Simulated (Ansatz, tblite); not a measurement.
Cost and result up the ladder for cyclo-(H2SnS)2 (Sn₂H₄S₂) (8 atoms). Charge 0, multiplicity 1. Geometry: PBE-D4/def2-SVP.

```xyz
8

Sn   -1.058   -0.567    1.125
H    -2.762   -0.720    0.861
H    -0.594   -1.079    2.712
S     0.249   -1.706   -0.626
Sn    1.058    0.567   -1.125
H     2.761    0.718   -0.856
H     0.599    1.080   -2.713
S    -0.252    1.707    0.622
```

Ansatz on 4 threads of Arm Neoverse V1 on a shared host; xTB runs through tblite on one thread. Times are rough, summed over both states, and most runs start from the orbitals of an earlier one. PBE0-D4/def2-TZVP serves as the yardstick here, not as an exact answer. Differences are given only for rows in sets of like size (and for xTB, whose basis is part of the method), since another set adds its own error. The other state is a doublet.

In the def2 sets Sn takes a core potential; there is no spin–orbit coupling. The xTB rows come from tblite. Correlated methods freeze 18 core orbitals; core or outer-core shells of Sn are correlated, in sets that lack core-valence functions. The rows differ in basis, and correlated rows in double-zeta sets carry the largest basis error. HOMO above LUMO, or a gap near zero within one spin, warns that the state may not be the lowest or that an electron is smeared out.

Correlated methods converge slowly with the basis, most of all in double-zeta sets.

Raw xTB energies of ions are shifted by several eV.

```csv
level,functions,wall time,vertical IE (eV),difference from PBE0-D4/def2-TZVP (eV),remarks
GFN2-xTB,40,0.012 s,13.41,4.43,–
GFN1-xTB,44,0.013 s,13.73,4.75,–
PBE-D4/def2-TZVP,198,6.6 s,8.56,-0.42,gap within one spin near zero (+1 doublet)
r2SCAN-D4/def2-TZVP (with forces),198,18 s,8.75,-0.23,gap within one spin near zero (+1 doublet)
PBE0-D4/def2-TZVP,198,22 s,8.98,0.00,–
CCSD(T)/def2-SVP,108,48 s,8.82,–,–
```
